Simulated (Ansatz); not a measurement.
```yaml
crystal:
  periodic: [false, false, false]
  atoms:
    - {symbol: F, position_ang: [-1.647412, -1.621528, -0.415071]}
    - {symbol: Si, position_ang: [-0.082781, -1.459684, -0.566059]}
    - {symbol: F, position_ang: [0.588544, -2.722125, 0.100636]}
    - {symbol: O, position_ang: [0.407686, -0.154636, 0.235239]}
    - {symbol: Si, position_ang: [0.227375, 1.401029, 0.682767]}
    - {symbol: Cl, position_ang: [-0.448330, 2.498165, -0.907712]}
    - {symbol: H, position_ang: [0.269354, -1.409245, -1.986341]}
    - {symbol: H, position_ang: [1.549089, 1.922721, 1.077712]}
    - {symbol: H, position_ang: [-0.775023, 1.499103, 1.761828]}
basis:
  gaussian: {orbitals: def2-mTZVPP, point_charges: [{charge: 1.00, position_ang: [4.865, 0.031, 0.028]}]}
magnetization: {spin_polarized: true, initial_magnetization: 0}
hamiltonian: {xc: {name: HF}}
correlation: {method: mp2, frozen_orbitals: {F: 9}}
accuracy: high
scf: {lower_state_search: full}
output: {forces: true}
```

```sh
$ ansatz run in.yaml --threads 4 --pin off --events-out ev --progress --plain --max-ram 10444MiB
```

Output, abridged:

```
Functional definition: HF
Error: "frozen_orbitals" has no count for Si
```

Task: Something in this input is off. What?

Result: Frozen orbitals are typed for one element alone, and the program wants a count for each. The input was rejected before any iteration.
